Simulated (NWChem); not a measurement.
Species: CH₆BNO; SMILES NB(O)C

```xyz
10

B     -0.0209     0.0697     0.0000
C      0.2463    -1.4935     0.0000
H      1.3143    -1.7579    -0.0023
H     -0.2134    -1.9702    -0.8827
H     -0.2092    -1.9693     0.8854
O     -1.2988     0.5826     0.0000
H     -1.9674    -0.1057     0.0008
N      1.0320     1.0021     0.0005
H      0.8638     1.9993    -0.0020
H      2.0058     0.7405    -0.0028
```
Atoms are numbered in this order, from 1.

Results from NWChem. Pople sets run with spherical d functions. Medium grid unless said otherwise, to which SCAN and Minnesota functionals are sensitive. All runs use the structure optimised with PBE0/def2-SVP. B3LYP is NWChem's, with the RPA form of VWN correlation.

### Question
Order these by “highest occupied level (eV)”, lowest first: TPSS/6-31G*; Hartree-Fock/6-31G*; B3LYP/6-31G*; M06-2X/6-31G*.

### Answer
Hartree-Fock/6-31G* (-10.89), M06-2X/6-31G* (-8.59), B3LYP/6-31G* (-6.80), TPSS/6-31G* (-5.66)
